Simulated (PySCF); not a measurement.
PBE on P (phosphorus, neutral), [Ne] 3s1 3p3 3d1, high-spin 6D determinant (an excited configuration). All numbers are calculated (PySCF 2.14, the non-relativistic Hamiltonian (point nucleus), in aug-cc-pV(D+d)Z).

```
cycle= 1 E= -340.553955813982  delta_E= -0.00327  |g|= 0.0103  |ddm|= 0.295
cycle= 2 E= -340.553981676473  delta_E= -2.59e-05  |g|= 0.00119  |ddm|= 0.0147
cycle= 3 E= -340.553982265736  delta_E= -5.89e-07  |g|= 0.000222  |ddm|= 0.00545
cycle= 4 E= -340.553982309329  delta_E= -4.36e-08  |g|= 1.73e-05  |ddm|= 0.00135
cycle= 5 E= -340.553982309639  delta_E= -3.1e-10  |g|= 1.17e-07  |ddm|= 0.000132
converged SCF energy = -340.553982309639  <S^2> = 8.7500089  2S+1 = 6.000003
```

Highest occupied orbital energy: 1.787 eV; ⟨L²⟩ = 6.00; populations by l: s 5.00, p 9.00, d 1.00.

(1) Can this result be used?

Results:

(1) Not for this state. The calculation finished and met its thresholds. The outer electron is Rydberg-like, and this basis confines it to a smaller radius and binds it less than a complete one would. At PBE the highest occupied level has a positive energy, so only the finite basis holds that electron; for this excited configuration the basis is too tight for the outer shell.
